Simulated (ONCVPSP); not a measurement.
**Configuration tests for Zr (ONCV)**

zirconium (Zr), optimised norm-conserving Vanderbilt (ONCV), made with ONCVPSP 4.0.1 (PBE, fully relativistic). Core [Ar] 3d10, reference 4s2 4p6 4d2 (charge +2). Waves: 4s: rc 1.95 bohr, ncon 4, nbas 7, qcut 6.6 1/bohr, 2 projectors, debl 1 Ha; 4p: rc 1.65 bohr, ncon 4, nbas 9, qcut 7.3 1/bohr, 3 projectors, debl 3.3 Ha; 4d: rc 2.40 bohr, ncon 3, nbas 8, qcut 6.9 1/bohr, 1 projector. Local part: polynomial inside 1.40 bohr (lpopt 5, dvloc0 6 Ha). Core correction: Teter function, fcfact 5.5, rcfact 1.3.

Open shells are filled in proportion to 2j + 1.

In the s channel the program set the typed energies aside and used -2.534, 0.050 Ha.

Energies are relative to the spin-unpolarised reference configuration 4s2 4p6 4d2; without spin polarisation the order of configurations can differ from experiment.

```json
{"valence configuration": "4s2 4p6 4d2 5s1", "charge": "+1", "ΔE all-electron (eV)": "-12.940", "error AE − PS (meV)": "-0.7"}
{"valence configuration": "4s2 4p6 4d1", "charge": "+3", "ΔE all-electron (eV)": "22.623", "error AE − PS (meV)": "+8.0"}
```

(1) What are ΔE and the potential's error for 4s2 4p6 4d2 5s2?

(2) What are ΔE and the potential's error for 4s2 4p6 4d0?

Levels in the configuration 4s2 4p6 4d2 5s2:

```
   level  all-electron (eV)  pseudo (eV)
4s j=1/2            -54.480      -54.432
4p j=3/2            -31.885      -31.869
4p j=1/2            -33.658      -33.639
4d j=5/2             -3.548       -3.551
4d j=3/2             -3.677       -3.680
5s j=1/2             -4.439       -4.437
```

Results:

(1) ΔE = -20.078 eV all-electron; the error (AE − PS) is -2.7 meV.

(2) ΔE = 56.836 eV all-electron; the error (AE − PS) is +60 meV.
